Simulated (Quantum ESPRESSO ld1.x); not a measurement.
Problem. The mean radii <r> (bohr) of the occupied orbitals of an atom or ion are listed with their occupations. All-electron calculation, scalar-relativistic Kohn-Sham, LDA (Slater exchange, VWN5 correlation), spin-polarised, spherical densities, point nucleus. Program: ld1.x of Quantum ESPRESSO 7.5.

orbital  occ.      <r>
1s up       1  0.04867
1s down     1  0.04867
2s up       1   0.2183
2s down     1   0.2181
2p up       3   0.1910
2p down     3   0.1908
3s up       1   0.6417
3s down     1   0.6431
3p up       3   0.6605
3p down     3   0.6626
3d up       5   0.7048
3d down     3   0.7115

Name the element and its charge. Open shells, if any, are filled with parallel spins first.

Solution. Z = 31, gallium, charge +5: Ga5+ in [Ar] 3d8. The 1s radius gives Z: for a bare nucleus <r> = (2 gamma + 1)/(2Z) with gamma = sqrt(1 - (Z/c)^2), 0.04755 bohr for Z = 31, and screening makes it slightly larger (0.04867 here). The occupations add up to 26, and the charge is Z minus that.
